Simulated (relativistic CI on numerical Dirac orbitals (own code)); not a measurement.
## Radial parameters of Tl11+

Computed by Dirac-Coulomb-Breit CI, orbitals from a KLI potential per configuration, QED by a radiative potential, unscaled Slater integrals (own radial code, finite nucleus).

Slater integrals F^k, G^k are unscaled and averaged over j, outside the closed core [Kr] 4d10 4f14; ζ comes from projecting the Hamiltonian with its Breit term on Σ l·s of the shell.

- 5s2 5p6 5d2: F^2(5d,5d) = 96036, F^4(5d,5d) = 65730, ζ(5d) = 10874 cm⁻¹; <r>(5d) = 1.106, <r^2>(5d) = 1.374 (bohr units).
- 5s2 5p6 5d 6s: ζ(5d) = 11159, G^2(5d,6s) = 26394 cm⁻¹; <r>(5d) = 1.101, <r^2>(5d) = 1.363, <r>(6s) = 1.634, <r^2>(6s) = 2.959 (bohr units).
- 5s2 5p6 5d 5f: ζ(5d) = 11105, F^2(5d,5f) = 75230, F^4(5d,5f) = 49220, G^1(5d,5f) = 88289, G^3(5d,5f) = 55455, G^5(5d,5f) = 39943, ζ(5f) = 834.61 cm⁻¹; <r>(5d) = 1.103, <r^2>(5d) = 1.369, <r>(5f) = 1.456, <r^2>(5f) = 2.401 (bohr units).

(1) Give the Racah parameters of the d shell in 5s2 5p6 5d2.

In this model ζ of a weakly bound d, f or g electron outside closed shells comes out too small, for d by up to a factor of two or three and at times with the wrong sign; that of an outer p electron is too small as well.

Averages of the first 10 configurations, taken without configuration mixing, which lowers the lowest level and can move excited configurations by several eV; other configurations of the list can lie among them:

```csv
Configuration,Parity,States,Average energy above the lowest level (eV)
5s2 5p6 5d2,even,45,6.5
5s2 5p6 5d 6s,even,20,48.3
5s2 5p6 5d 5f,odd,140,77.6
5s2 5p5 5d3,odd,720,81.3
5s2 5p6 6s2,even,1,92.7
5s2 5p6 5d 6p,odd,60,68.7
5s2 5p6 5f2,even,91,150.3
5s2 5p6 5d 5g,even,180,121.0
5s2 5p6 6s 6p,odd,12,111.9
5s 5p6 5d3,even,240,144.4
```

Results:

(1) B = F²/49 − 5F⁴/441 = 1215 cm⁻¹ and C = 35F⁴/441 = 5217 cm⁻¹.
